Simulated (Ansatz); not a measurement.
Computed with Ansatz on PBE0-D4/def2-TZVP structures; ΔE is electronic, products minus reactants. CCSD(T)/CBS is the MP2 limit (def2-TZVPP, def2-QZVPP) plus CCSD(T) − MP2 in def2-TZVPP, frozen cores. This one scheme is used for every species. DFT in def2-TZVPP. def2 core potentials past Kr. For In outer-core shells are correlated without core-valence functions, which leaves a few kJ/mol of doubt a bond. One conformer a species, not always the lowest.

Consider the hydrogenolysis of the In–C bond: `C=[CH][In]([F])[Cl]` + H₂ → `[F][InH][Cl]` + `C=C`.

```
             level  ΔE (kJ/mol)  difference from CCSD(T)/CBS
         revPBE-D4        -24.6                          0.8
           PBE0-D4        -32.8                         -7.4
               PBE        -32.3                         -6.9
            revPBE        -33.0                         -7.6
            r2SCAN        -31.1                         -5.7
             BHLYP        -45.6                        -20.2
         CAM-B3LYP        -42.6                        -17.2
      MP2/def2-SVP        -28.9                         -3.5
     HF/def2-TZVPP        -55.9                        -30.5
    MP2/def2-TZVPP        -16.9                          8.5
SCS-MP2/def2-TZVPP        -24.0                          1.4
   CCSD/def2-TZVPP        -32.9                         -7.5
CCSD(T)/def2-TZVPP        -26.7                         -1.3
    MP2/def2-QZVPP        -16.3                          9.1
SCS-MP2/def2-QZVPP        -23.6                          1.8
    CCSD/CBS(def2)        -31.6                         -6.2
       CCSD(T)/CBS        -25.4                            0
```

Largest T1 diagnostic among the species: 0.015.

The D4 term adds +8.1 kJ/mol with B3LYP and +4.6 kJ/mol with PBE0; it sums over pairs of atoms, weighted by their polarisabilities, and B3LYP, whose exchange is more repulsive, gets the larger term. Leaving LDA and LC-ωPBE aside and taking each functional with its dispersion term where it has one, the values, not all of them listed here, spread over 19.8 kJ/mol, from B97M-V to revPBE-D4. From r2SCAN to r2SCAN0 (25 % exact exchange), in def2-TZVPP and without D4, ΔE moves by −4.7 kJ/mol.

B3LYP here is the variant with VWN-RPA as its local correlation; programs differ in this.
